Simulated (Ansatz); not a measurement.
A nudged elastic band was laid between two geometries of AlClH4O2 (8 atoms, charge 0, multiplicity 1).

Level of theory: RKS r2SCAN/def2-mTZVP in Ansatz 0.2.0.

- movable images: 5
- climbing image: yes
- spring: 5.0 eV/Å²
- optimiser: quadratic models (default)
- start path: through a guess of the saddle point
- force threshold: 0.03 eV/Å
- iteration limit: 60
- end points: relaxed

Initial state:

```xyz
8
Properties=species:S:1:pos:R:3
Al -0.447 0.029 0.712
H -0.496 -1.161 1.745
O 1.369 0.237 -0.012
H 1.209 0.180 -0.973
O -1.034 -0.155 -0.901
H -1.796 -0.692 -1.135
Cl -0.547 2.007 1.552
H 1.692 1.137 0.164
```

Final state:

```xyz
8
Properties=species:S:1:pos:R:3
Al -0.232 0.850 -0.113
H 0.549 -1.060 1.697
O 1.302 0.745 -0.820
H 1.544 0.089 -1.480
O -1.578 -0.114 -0.460
H -1.570 -0.838 -1.093
Cl -0.526 2.407 1.244
H 0.461 -0.497 2.177
```

(1) Which bonds break or form, and what moves?

(2) Give the energies along the band, and the barrier.

(3) What is the geometry of the highest image?

The band took 52 iterations and about 26 core-minutes.

Answers

(1) Bonds broken: Al1–H2, O3–H8. Bonds formed: H2–H8. AlClH4O2 becomes AlClH2O2 + H2.

(2) The run converged. The highest image is number 4 of 0 to 6, 35.8 kcal/mol above the first end and 36.3 kcal/mol above the last; the last end lies 0.5 kcal/mol below the first. Neighbouring images differ by up to 1.5 eV, so the band resolves the path poorly. A vibrational analysis at the climbing image gives one clearly imaginary mode, 370i cm⁻¹: a first-order saddle point. The orbitals stay closed-shell, which can raise the energy where a bond breaks towards radicals; this wasn't checked here.

```csv
image,path coordinate (Å),energy (kcal/mol),Al1–H2 (Å),O3–H8 (Å),H2–H8 (Å)
0,0.00,0.0,1.58,0.97,3.55
1,1.66,28.1,1.57,2.10,3.35
2,3.32,30.7,1.58,3.78,3.14
3,4.98,30.9,1.57,4.24,3.33
4,6.64,35.8,1.63,3.12,1.38
5,7.95,0.6,2.20,2.96,0.76
6,9.25,-0.5,2.74,3.35,0.75
```

(3) 
```xyz
8
Properties=species:S:1:pos:R:3
Al 0.105 -0.118 0.108
H 0.375 -0.673 1.613
O 1.535 0.277 -0.716
H 1.580 0.391 -1.670
O -1.380 -0.615 -0.537
H -1.885 -0.174 -1.225
Cl -0.396 1.890 1.594
H 0.016 0.603 1.984
```

Run time: 6.7 min on 4 threads of Arm Neoverse V2 (shared host), peak memory 0.17 GiB.
